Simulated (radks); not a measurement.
Q: Coherent X-ray form factor from a spherical all-electron density. All-electron calculation, Dirac Kohn-Sham, Slater X-alpha with alpha = 0.667, spin-unpolarised, spherical densities, point nucleus. Program: a radial shooting solver on a logarithmic mesh with Libxc functionals.

| sin(theta)/lambda (1/angstrom) | f0 (electrons) |
|---|---|
| 0.05 | 55.213 |
| 0.1 | 53.053 |
| 0.15 | 50.009 |
| 0.2 | 46.625 |
| 0.25 | 43.310 |
| 0.3 | 40.281 |
| 0.4 | 35.227 |
| 0.5 | 31.183 |
| 0.6 | 27.774 |
| 0.8 | 22.435 |
| 1 | 18.868 |
| 1.25 | 15.983 |
| 1.5 | 13.748 |
| 2 | 9.848 |

The species is in the configuration that NIST lists as its ground one. Which atom or ion scatters so?

A: The cerium ion Ce2+, [Xe] 4f2. Extrapolating in s^2 from the first two rows gives f0(0) = 55.9, near the electron count 56; among species with that count, the fall with angle is slower the higher Z, and the table is that of Z = 58; from so few rows the species is fixed only to a neighbour or two.
